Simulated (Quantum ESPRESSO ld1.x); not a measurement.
Results of a calculation; reference values are marked as such.
These are the eigenvalues of the occupied orbitals of an atom or ion with whole-number occupations (eV). Level of theory: scalar-relativistic Kohn-Sham, LDA (Slater exchange, Perdew-Zunger correlation), spin-polarised, spherical densities, point nucleus (ld1.x of Quantum ESPRESSO 7.5).

1s up: -12690.7
1s down: -12690.6
2s up: -1813.87
2s down: -1810.31
2p up: -1621.88
2p down: -1619.14
3s up: -404.952
3s down: -399.938
3p up: -344.158
3p down: -339.181
3d up: -244.275
3d down: -238.979

Which element is it, and in what charge state? The configuration may be excited. Open shells, if any, are filled with parallel spins first.

Answer. Z = 34, selenium, charge +9: Se9+ in [Ar] 3d7. The list shows which subshells hold electrons but not how many an open one holds; the 1s level, -466.37 hartree, gives Z - s = 30.5 by -(Z - s)^2/2, which with screening and relativity narrows Z to a few neighbours, and the depths of the outer levels then fix element, charge and occupations together.
